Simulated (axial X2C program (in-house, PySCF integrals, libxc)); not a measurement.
# SnS: bond constants with and without spin–orbit coupling

Computed with an in-house relativistic program for diatomic molecules. Spin-free means the one-electron spin-free X2C Hamiltonian; two-component (2c) means X2C with spin–orbit coupling and atomic mean-field two-electron Coulomb and Gaunt terms, so the difference of the two also holds small scalar two-electron terms. Basis: Sn dyall-cv3z [11s12p9d4f1g], S dyall-av3z [9s8p3d2f] (cores contracted in-house); Gaussian nuclei, density fitting, unrestricted open shells. Masses: Sn 119.902 u, S 31.972 u.

State, spin-free: M_S = 0, Λ = 0 (closed shell); electrons by block: σα: 15, σβ: 15, π+α: 7, π+β: 7, π-α: 7, π-β: 7, δ+α: 2, δ+β: 2, δ-α: 2, δ-β: 2. Fragments: Sn + S.

State, 2c: Ω = 0 (closed shell); electrons by block: 1/2: 22, -1/2: 22, 3/2: 9, -3/2: 9, 5/2: 2, -5/2: 2. Fragments: Sn + S.

```json
{"Hamiltonian": "spin-free", "level": "PBE0", "Re (Å)": "2.207", "ωe (cm⁻¹)": "500.3", "ωexe (cm⁻¹)": "1.14", "αe (cm⁻¹)": "0.000455", "De (eV)": "4.95", "D0 (eV)": "4.92", "k (mdyn/Å)": "3.72", "μ (D)": "-3.42"}
{"Hamiltonian": "spin-free", "level": "HF", "Re (Å)": "2.191", "ωe (cm⁻¹)": "534.3", "ωexe (cm⁻¹)": "1.09", "αe (cm⁻¹)": "0.000418", "De (eV)": "2.57", "D0 (eV)": "2.54", "k (mdyn/Å)": "4.25", "μ (D)": "-4.06"}
{"Hamiltonian": "spin-free", "level": "MP2", "Re (Å)": "2.234", "ωe (cm⁻¹)": "484.6", "ωexe (cm⁻¹)": "1.09", "αe (cm⁻¹)": "0.000457", "De (eV)": "5.02", "D0 (eV)": "4.99", "k (mdyn/Å)": "3.49", "μ (D)": "n/a"}
{"Hamiltonian": "spin-free", "level": "CCSD", "Re (Å)": "2.222", "ωe (cm⁻¹)": "498.8", "ωexe (cm⁻¹)": "1.13", "αe (cm⁻¹)": "0.000446", "De (eV)": "4.53", "D0 (eV)": "4.50", "k (mdyn/Å)": "3.7", "μ (D)": "n/a"}
{"Hamiltonian": "spin-free", "level": "CCSD(T)", "Re (Å)": "2.239", "ωe (cm⁻¹)": "476.1", "ωexe (cm⁻¹)": "1.26", "αe (cm⁻¹)": "0.000484", "De (eV)": "4.83", "D0 (eV)": "4.80", "k (mdyn/Å)": "3.37", "μ (D)": "n/a"}
{"Hamiltonian": "spin-free", "level": "BHandHLYP", "Re (Å)": "2.200", "ωe (cm⁻¹)": "513.2", "ωexe (cm⁻¹)": "1.12", "αe (cm⁻¹)": "0.000442", "De (eV)": "4.51", "D0 (eV)": "4.48", "k (mdyn/Å)": "3.92", "μ (D)": "-3.69"}
{"Hamiltonian": "2c", "level": "PBE0", "Re (Å)": "2.208", "ωe (cm⁻¹)": "499.2", "ωexe (cm⁻¹)": "1.15", "αe (cm⁻¹)": "0.000457", "De (eV)": "n/a", "D0 (eV)": "n/a", "k (mdyn/Å)": "3.71", "μ (D)": "-3.42"}
{"Hamiltonian": "2c", "level": "BHandHLYP", "Re (Å)": "2.201", "ωe (cm⁻¹)": "511.8", "ωexe (cm⁻¹)": "1.14", "αe (cm⁻¹)": "0.000445", "De (eV)": "n/a", "D0 (eV)": "n/a", "k (mdyn/Å)": "3.89", "μ (D)": "-3.68"}
```

Correlated methods: 10 electrons correlated (number of frozen shells: Sn 4 s, 3 p, 2 d; S 2 s, 1 p), 258 virtual spin orbitals or spinors in MP2, 88 natural virtuals in coupled cluster.

Dipoles are positive if S is the positive end.

The state is one determinant whose occupation by symmetry is held fixed; it was picked as the lowest of a PBE0 search that is not exhaustive. Closed shells are restricted here (equal orbitals for both partners); the stretched side of such a curve lies too high. Dissociation energies refer to the lowest single-determinant-based atoms at the same level and basis. De is not given where an atomic determinant may have missed its ground term or J level, or where the truncated virtual space spoils (T). CCSD and (T) use frozen natural virtuals with an MP2 correction for the truncation; (T) itself is uncorrected, so its De runs slightly low. Without a current term, density functionals place determinants with orbital angular momentum somewhat too high. The T1 diagnostic is large, a sign of multireference character. With the outer-core shells frozen, correlated bond lengths of heavy atoms tend to come out a few hundredths of an ångström too long.

No reliable constants came from CCSD (2c), CCSD(T) (2c), HF (2c), MP2 (2c): no minimum in range, unconverged points, a curve that is not smooth, a change of character along it, or the two Hamiltonians disagreeing along it.

Rough cost a point (2c) on 1 thread(s) of a shared host, integrals apart: PBE0 0.5 s, BHandHLYP 0.5 s.
